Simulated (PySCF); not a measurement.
How methods differ on the ionisation energy of Co⁺

Co⁺ [Ar] 3d8 (3F) → Co²⁺ [Ar] 3d7 (4F), as a difference of total energies. Computed with PySCF 2.14 in x2c-TZVPPall with one added diffuse shell each of s, p, d, f type (7s6p5d3f1g, 80 functions), with scalar relativity by spin-free X2C-1e. Correlated levels: valence: [Ar] frozen; valence and next inner shell: [Ne] frozen. The calculations carry no spin-orbit coupling.

```tsv
method	ionisation energy (eV)
UHF	14.200
LDA	18.344
PBE	17.885
PBE0	17.208
r2SCAN	17.383
wB97X	17.298
r2SCANh	17.191
M06-2X	16.881
TPSS	17.449
MP2 (valence)	16.922
SCS-MP2 (valence)	16.809
MP2 (valence and next inner shell)	17.588
SCS-MP2 (valence and next inner shell)	17.279
```

Q: How much does correlation contribute at MP2 (valence and next inner shell)?

A: 17.588 − (14.200) = 3.388 eV, measured against UHF.

A first-order spin-orbit estimate (lowest level to lowest level, LS coupling) adds -0.010 eV.

Errors of the correlated levels include the incompleteness of this basis and the frozen core.

For comparison: 17.084 eV (measured; NIST Atomic Spectra Database, ionization energies).
